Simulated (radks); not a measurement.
Question: Sr2+, configuration [Kr]. All-electron calculation, scalar-relativistic Kohn-Sham, PBE, spin-polarised, spherical densities, point nucleus. Program: a radial shooting solver on a logarithmic mesh with Libxc functionals. Some entries of the table are withheld. Estimate them.

orbital  occ.  eigenvalue (eV)  <1/r> (bohr^-1)
1s          2        -15951.55              (1)
2s          2        -2172.124              (2)
2p          6        -1931.589            8.497
3s          2        -347.8399            2.918
3p          6        -270.2116            2.762
3d         10        -142.0695              (3)
4s          2              (4)              (5)
4p          6         -36.5169           0.8555

Answer: 
(1) 1s <1/r> (bohr^-1): 39.00
(2) 2s <1/r> (bohr^-1): 8.703
(3) 3d <1/r> (bohr^-1): 2.508
(4) 4s eigenvalue (eV): -54.7246
(5) 4s <1/r> (bohr^-1): 0.9927
